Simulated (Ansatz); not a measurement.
C₆H₁₆HfO₄ (`CC[O][Hf]([OH])([O]CC)[O]CC`), 27 atoms. Total charge 0; spin multiplicity 1. Correlated methods include outer-core shells of Hf, which these sets cover unevenly. Hf: def2 effective core potential. Hardware: A = 11 threads of an AMD EPYC 7R13 on a shared host and a whole NVIDIA H100 80 GB; B = 11 threads of an AMD EPYC 7R13 on a shared host. Correlated methods freeze the cores.

Problem. Give the basis size and wall time and peak host memory of each of these runs in Ansatz. direct RPA on PBE orbitals/def2-TZVPP energy [A]; RKS PBE0-D4/def2-TZVP relaxation (64 steps) [A]; RHF-CCSD(T)/def2-SVP energy [A]; RKS BLYP-D4/def2-TZVPP energy [A]; RKS ωB97M-V/def2-QZVPP energy [A]; RKS PBE0-D4/def2-SVP energy [B]; RHF-CCSD(T)/def2-TZVPP energy [A]; RKS ωB97M-V/def2-TZVPP energy and forces [A]; RHF-MP2/def2-QZVPP energy [A]; RKS HSE06 (plane-wave form)-D4/def2-TZVPP energy [A]; RKS ωB97M-V/def2-SVP energy [B]; RKS BHLYP-D4/def2-TZVPP energy [A]. (Estimate.)

Solution. The calculation gave: Other jobs shared the machine, so times are rough.

```csv
level,job,functions,wall time,peak host memory (GiB)
RKS BLYP-D4/def2-TZVPP,energy [A],590,2.3 s,1.2
RKS BHLYP-D4/def2-TZVPP,energy [A],590,2.4 s,1.7
RKS HSE06 (plane-wave form)-D4/def2-TZVPP,energy [A],590,2.8 s,1.7
RKS PBE0-D4/def2-SVP,energy [B],252,3 s,1.7
RKS ωB97M-V/def2-TZVPP,energy and forces [A],590,4.6 s,1.7
direct RPA on PBE orbitals/def2-TZVPP,energy [A],590,4.9 s,3.4
RHF-CCSD(T)/def2-SVP,energy [A],252,6 s,1.7
RHF-MP2/def2-QZVPP,energy [A],1131,6.5 s,2
RKS ωB97M-V/def2-QZVPP,energy [A],1131,6.5 s,1.9
RKS ωB97M-V/def2-SVP,energy [B],252,7.5 s,1.8
RHF-CCSD(T)/def2-TZVPP,energy [A],590,83 s,3.1
RKS PBE0-D4/def2-TZVP,relaxation (64 steps) [A],446,91 s,1.2
```
